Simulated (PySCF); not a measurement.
**ReSe₂⁺, triplet: computed properties**

Level of theory: UB3LYP/[Re def2-SVP with ECP60, Se def2-SVP], scalar-relativistic core potentials, density fitting, no spin–orbit coupling, PySCF.

The structure is a minimum.

```xyz
3
charge 1 multiplicity 3, angstrom
Re   -0.5767    0.0000    0.0000
Se    0.6752    1.8342    0.0000
Se    0.6752   -1.8342    0.0000
```

```json
{
 "Point group": "C2v",
 "Bond lengths": "Re–Se 2.221 Å (×2)",
 "Bond angles": "Se–Re–Se 111.4°",
 "Principal quadrupole moments (Buckingham, traceless) about the centre of mass": "-9.05, 0.75, 8.30 D Å",
 "Principal polarisabilities": "49.3, 59.6, 132.9 bohr³",
 "Rotational symmetry number": "2",
 "Lowest empty level (α)": "-9.98 eV",
 "Entropy at 298.15 K and 1 bar (electronic part: spin only)": "329.7 J/(mol K)",
 "Spin squared ⟨S²⟩": "2.057",
 "Rotational constants": "0.1248, 0.03135, 0.02506 cm⁻¹",
 "Dipole moment about the centre of mass": "1.62 D",
 "Enthalpy at 298.15 K above 0 K": "13.59 kJ/mol",
 "Zero-point energy": "5.0 kJ/mol",
 "Heat capacity Cp at 298.15 K": "54.4 J/(mol K)",
 "Highest occupied level (α)": "-11.95 eV"
}
```

Harmonic modes (masses in u: Re 186.956, Se 79.917):
| symmetry | ω (cm⁻¹) | IR (km/mol) | μ (u) |
| --- | --- | --- | --- |
| a1 | 120 | 0.1 | 91.35 |
| a1 | 352 | 0.1 | 92.79 |
| b2 | 365 | 12.4 | 101.28 |

In C2v the vibrations span 2a1 + b2. Here b1 is antisymmetric to the molecular plane and b2 lies in it.

Charges (e):
| atom | Mulliken | Löwdin | polar tensor | spin (Mulliken) | Mayer order to Re1 |
| --- | --- | --- | --- | --- | --- |
| Re1 | 0.63 | -0.08 | 0.96 | 2.17 | – |
| Se2,3 | 0.19 | 0.54 | 0.02 | -0.09 | 2.29 |
Other Mayer orders above 0.3: Se–Se 0.49.

Mulliken populations on Re1 (electrons outside its core potential): s 2.68, p 6.20, d 5.46, f 0.03.

Outer orbital energies (eV). α occupied: -15.60, -15.35, -14.79, -14.68, -14.65, -13.59, -12.44, -11.95; empty: -9.98, -9.56, -8.40, -6.63. β occupied: -24.50, -24.10, -15.30, -15.03, -14.51, -14.07, -13.48, -12.58; empty: -9.50, -9.38, -9.30, -8.90.

Formally Re is in oxidation state +5, d2, with 2 unpaired electrons (the high-spin count). The Mulliken spin on Re is 2.17. The polar-tensor charge on Re, 0.96, is far below the formal one.

Other isomers or separated fragments may lie lower. Open d and f shells are described by one determinant, and the ground state may have another occupation or spin. With an element this heavy the missing spin–orbit coupling can shift these numbers.

The final relaxation and frequency run took 84 s on 4 threads of a shared Intel Xeon @ 2.50GHz (Skylake/Cascade Lake) host, with 96 basis functions and 10 gradients; the process peaked at 0.9 GiB.
